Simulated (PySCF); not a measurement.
PySCF input file for C3H8OSi2, SMILES C1[Si@H]([SiH2]C=1)OC, TDDFT-PBE/def2-SVPD. Geometry optimised at B3LYP-D3(BJ)/def2-SVP. The structure was generated by enumeration; whether it is a known compound was not checked. Other conformers were not sampled.

```python
import numpy as np
from pyscf import gto, scf, dft, tdscf

mol = gto.M(
    atom='''
    C     2.96630107   -0.43847708    0.26522315
    O     1.74823059    0.26889139    0.23609078
    Si    0.22675300   -0.39026819    0.41993505
    C    -0.70569757   -0.94571654   -1.12922610
    C    -1.82255022   -0.17085967   -1.13581154
    Si   -1.62710691    1.03722986    0.31781023
    H     3.78538767    0.26872153    0.47138032
    H     3.17390886   -0.92916133   -0.70367030
    H     2.97686784   -1.21656197    1.05234356
    H     0.32553606   -1.46268800    1.46301385
    H    -0.51512916   -1.72434871   -1.88045243
    H    -2.62713035   -0.28429479   -1.87521765
    H    -2.71335594    1.01213519    1.34506337
    H    -1.41529448    2.45792328   -0.09073423
    ''',
    basis='def2-SVPD',
    charge=0,
    spin=0,
    max_memory=1600,
    verbose=4,
)
mf = dft.RKS(mol, xc='pbe').density_fit(auxbasis='def2-universal-jkfit')
mf.grids.level = 3
mf.conv_tol = 1e-9
mf.max_cycle = 100
mf.kernel()
mf.grids = dft.Grids(mol).set(level=1).build(with_non0tab=True)  # coarser grid for the response kernel
td = tdscf.TDDFT(mf)
td.singlet = True
td.nstates = 10
td.conv_tol = 1e-4
td.positive_eig_threshold = 1e-6
td.kernel(x0=td.get_init_guess(mf, 15))
td.analyze()
tt = tdscf.TDA(mf)
tt.singlet = False
tt.nstates = 4
tt.conv_tol = 1e-4
tt.positive_eig_threshold = 1e-6
tt.kernel(x0=tt.get_init_guess(mf, 9))
tt.analyze(verbose=3)
```

Program output:

```
PySCF version 2.14.0

[INPUT] verbose = 4
[INPUT] num. atoms = 14
[INPUT] num. electrons = 62
[INPUT] charge = 0
[INPUT] spin (= nelec alpha-beta = 2S) = 0
[INPUT] symmetry False subgroup None
[INPUT] Mole.unit = angstrom
[INPUT] Symbol           X                Y                Z      unit          X                Y                Z       unit  Magmom
[INPUT]  1 C      2.966301070000  -0.438477080000   0.265223150000 AA    5.605496625304  -0.828601593099   0.501199115394 Bohr   0.0
[INPUT]  2 O      1.748230590000   0.268891390000   0.236090780000 AA    3.303677017687   0.508131084354   0.446146914735 Bohr   0.0
[INPUT]  3 Si     0.226753000000  -0.390268190000   0.419935050000 AA    0.428501067924  -0.737499994230   0.793562234606 Bohr   0.0
[INPUT]  4 C     -0.705697570000  -0.945716540000  -1.129226100000 AA   -1.333575134071  -1.787145252071  -2.133928061711 Bohr   0.0
[INPUT]  5 C     -1.822550220000  -0.170859670000  -1.135811540000 AA   -3.444120764066  -0.322877982034  -2.146372739720 Bohr   0.0
[INPUT]  6 Si    -1.627106910000   1.037229860000   0.317810230000 AA   -3.074786435287   1.960080363621   0.600574294285 Bohr   0.0
[INPUT]  7 H      3.785387670000   0.268721530000   0.471380320000 AA    7.153345971605   0.507810095474   0.890779705310 Bohr   0.0
[INPUT]  8 H      3.173908860000  -0.929161330000  -0.703670300000 AA    5.997818489731  -1.755860439237  -1.329744148991 Bohr   0.0
[INPUT]  9 H      2.976867840000  -1.216561970000   1.052343560000 AA    5.625464926626  -2.298968936861   1.988641117350 Bohr   0.0
[INPUT] 10 H      0.325536060000  -1.462688000000   1.463013850000 AA    0.615173997070  -2.764079725688   2.764695492946 Bohr   0.0
[INPUT] 11 H     -0.515129160000  -1.724348710000  -1.880452430000 AA   -0.973453031177  -3.258546805147  -3.553540082973 Bohr   0.0
[INPUT] 12 H     -2.627130350000  -0.284294790000  -1.875217650000 AA   -4.964556855033  -0.537239291741  -3.543647782451 Bohr   0.0
[INPUT] 13 H     -2.713355940000   1.012135190000   1.345063370000 AA   -5.127499605062   1.912658310135   2.541801389485 Bohr   0.0
[INPUT] 14 H     -1.415294480000   2.457923280000  -0.090734230000 AA   -2.674518952809   4.644801834393  -0.171462844823 Bohr   0.0

nuclear repulsion = 347.321463862991
number of shells = 85
number of NR pGTOs = 287
number of NR cGTOs = 195
basis = def2-SVPD
ecp = {}


[settings echo left out]
init E= -772.759143992865
  HOMO = -0.289162189146648  LUMO = -0.12943842172435  gap/eV = 4.34631
cycle= 1 E= -772.338369694783  delta_E= 0.421  |g|= 0.772  |ddm|= 5.27
  HOMO = -0.0846791139912506  LUMO = -0.0137730720695823  gap/eV = 1.92945
cycle= 2 E= -771.700353514125  delta_E= 0.638  |g|= 1.87  |ddm|= 2.83
  HOMO = -0.224691189128185  LUMO = -0.0502219422655346  gap/eV = 4.74755
cycle= 3 E= -772.45655434635  delta_E= -0.756  |g|= 0.226  |ddm|= 2.31
  HOMO = -0.231823685588566  LUMO = -0.0792869150988631  gap/eV = 4.15074
cycle= 4 E= -772.465760455879  delta_E= -0.00921  |g|= 0.127  |ddm|= 0.441
  HOMO = -0.231020539245696  LUMO = -0.0655752943576573  gap/eV = 4.50199
cycle= 5 E= -772.470102927489  delta_E= -0.00434  |g|= 0.0282  |ddm|= 0.211
  HOMO = -0.230549291288087  LUMO = -0.0675523967624732  gap/eV = 4.43537
cycle= 6 E= -772.470346249549  delta_E= -0.000243  |g|= 0.0135  |ddm|= 0.065
  HOMO = -0.230897754250359  LUMO = -0.0675282324826973  gap/eV = 4.44551
cycle= 7 E= -772.470390316014  delta_E= -4.41e-05  |g|= 0.00484  |ddm|= 0.0194
  HOMO = -0.23083670472204  LUMO = -0.067348769808695  gap/eV = 4.44873
cycle= 8 E= -772.470397329897  delta_E= -7.01e-06  |g|= 0.000968  |ddm|= 0.00938
  HOMO = -0.230866722905106  LUMO = -0.0673330382404256  gap/eV = 4.44998
cycle= 9 E= -772.470397596805  delta_E= -2.67e-07  |g|= 0.000211  |ddm|= 0.00209
  HOMO = -0.230868114703086  LUMO = -0.0673372725244139  gap/eV = 4.44990
cycle= 10 E= -772.470397607937  delta_E= -1.11e-08  |g|= 7.78e-05  |ddm|= 0.000425
  HOMO = -0.230874175068183  LUMO = -0.0673442918415534  gap/eV = 4.44987
cycle= 11 E= -772.470397609496  delta_E= -1.56e-09  |g|= 2.94e-05  |ddm|= 0.000183
  HOMO = -0.230872607510607  LUMO = -0.0673413797341986  gap/eV = 4.44991
cycle= 12 E= -772.470397609771  delta_E= -2.75e-10  |g|= 3.57e-06  |ddm|= 6.12e-05
  HOMO = -0.230871526236912  LUMO = -0.0673409831221616  gap/eV = 4.44989
Extra cycle  E= -772.470397609761  delta_E= 1.02e-11  |g|= 6.81e-06  |ddm|= 1.84e-05
converged SCF energy = -772.470397609761
tot grids = 53320
Overwritten attributes  positive_eig_threshold  of <class 'pyscf.tdscf.rks.CasidaTDDFT'>


******** <class 'pyscf.tdscf.rks.CasidaTDDFT'> for <class 'pyscf.df.df_jk.DFRKS'> ********
nstates = 10 singlet
deg_eia_thresh = 1.000e-03
wfnsym = None
conv_tol = 0.0001
eigh lindep = 1e-12
eigh level_shift = 0
eigh max_cycle = 100


Excitation energies (eV)
[4.5565493  4.88203592 5.56588717 5.61954012 5.77120236 5.97595623
 6.07344823 6.14912891 6.34061313 6.35095483]

** Singlet excitation energies and oscillator strengths **
Excited State   1:      4.55655 eV    272.10 nm  f=0.0034
      31 -> 32        0.70049
Excited State   2:      4.88204 eV    253.96 nm  f=0.0009
      30 -> 32       -0.69887
Excited State   3:      5.56589 eV    222.76 nm  f=0.0042
      27 -> 32       -0.22492
      28 -> 32        0.61722
      29 -> 32        0.22280
Excited State   4:      5.61954 eV    220.63 nm  f=0.0065
      27 -> 32        0.13888
      29 -> 32       -0.18573
      30 -> 33        0.16388
      31 -> 33        0.63559
Excited State   5:      5.77120 eV    214.83 nm  f=0.0151
      27 -> 32        0.53307
      28 -> 32        0.27834
      29 -> 32       -0.23883
      30 -> 33       -0.13245
      31 -> 33       -0.17235
      31 -> 34       -0.11244
Excited State   6:      5.97596 eV    207.47 nm  f=0.0031
      26 -> 32        0.10580
      27 -> 32        0.18804
      28 -> 32       -0.12317
      29 -> 32        0.30072
      30 -> 33        0.17144
      30 -> 34       -0.16044
      31 -> 34       -0.50875
Excited State   7:      6.07345 eV    204.14 nm  f=0.0228
      27 -> 32        0.14888
      29 -> 32        0.10216
      30 -> 33        0.56364
      31 -> 33       -0.15192
      31 -> 34        0.26205
Excited State   8:      6.14913 eV    201.63 nm  f=0.0406
      25 -> 32       -0.10284
      26 -> 32       -0.17793
      27 -> 32       -0.23919
      29 -> 32       -0.30865
      29 -> 33        0.30523
      30 -> 33        0.24087
      30 -> 34       -0.24906
      31 -> 34       -0.24084
Excited State   9:      6.34061 eV    195.54 nm  f=0.0216
      29 -> 33       -0.25306
      30 -> 34       -0.37651
      31 -> 34        0.12285
      31 -> 35        0.47125
      31 -> 36        0.11165
Excited State  10:      6.35095 eV    195.22 nm  f=0.0228
      29 -> 33       -0.39655
      29 -> 34       -0.19142
      30 -> 34       -0.26904
      31 -> 35       -0.45227

** Transition electric dipole moments (AU) **
state          X           Y           Z        Dip. S.      Osc.
  1        -0.1694     -0.0108     -0.0409      0.0305      0.0034
  2         0.0088      0.0264     -0.0837      0.0078      0.0009
  3         0.1748     -0.0119      0.0089      0.0308      0.0042
  4         0.1504     -0.1572      0.0006      0.0473      0.0065
  5        -0.2903      0.1395     -0.0531      0.1066      0.0151
  6        -0.0061     -0.0590      0.1329      0.0212      0.0031
  7        -0.1049      0.3513     -0.1365      0.1531      0.0228
  8        -0.3734      0.3515      0.0789      0.2692      0.0406
  9        -0.3265      0.1376     -0.1170      0.1392      0.0216
 10         0.3709      0.0385      0.0853      0.1464      0.0228

** Transition velocity dipole moments (imaginary part, AU) **
state          X           Y           Z        Dip. S.      Osc.
  1        -0.0281     -0.0018     -0.0045      0.0008      0.0032
  2         0.0016      0.0054     -0.0176      0.0003      0.0013
  3         0.0389     -0.0006      0.0007      0.0015      0.0049
  4         0.0365     -0.0381     -0.0020      0.0028      0.0090
  5        -0.0607      0.0314     -0.0107      0.0048      0.0150
  6        -0.0061     -0.0104      0.0290      0.0010      0.0030
  7        -0.0270      0.0853     -0.0313      0.0090      0.0268
  8        -0.0828      0.0810      0.0188      0.0138      0.0406
  9        -0.0787      0.0343     -0.0304      0.0083      0.0237
 10         0.0881      0.0108      0.0223      0.0084      0.0239

** Transition magnetic dipole moments (imaginary part, AU) **
state          X           Y           Z
  1        -0.0658      0.0786      0.3249
  2         0.0208     -0.1924      0.2272
  3         0.4665     -0.1370      0.0281
  4        -0.5112     -0.6625      0.3848
  5         0.3030     -0.2336      0.2285
  6         0.3867      0.9583     -0.7416
  7         0.8596      0.1975      0.1652
  8        -0.4546      0.0901      0.5042
  9         0.3141     -0.0574      0.2734
 10         0.2751     -0.4642      0.1956
Overwritten attributes  positive_eig_threshold  of <class 'pyscf.tdscf.rks.TDA'>


******** <class 'pyscf.tdscf.rks.TDA'> for <class 'pyscf.df.df_jk.DFRKS'> ********
nstates = 4 triplet
deg_eia_thresh = 1.000e-03
wfnsym = None
conv_tol = 0.0001
eigh lindep = 1e-12
eigh level_shift = 0
eigh max_cycle = 100


Excitation energies (eV)
[4.17027628 4.41568613 4.67672847 5.25363273]

** Triplet excitation energies and oscillator strengths **
Excited State   1:      4.17028 eV    297.30 nm  f=0.0000
Excited State   2:      4.41569 eV    280.78 nm  f=0.0000
Excited State   3:      4.67673 eV    265.11 nm  f=0.0000
Excited State   4:      5.25363 eV    236.00 nm  f=0.0000
```

The run converged.
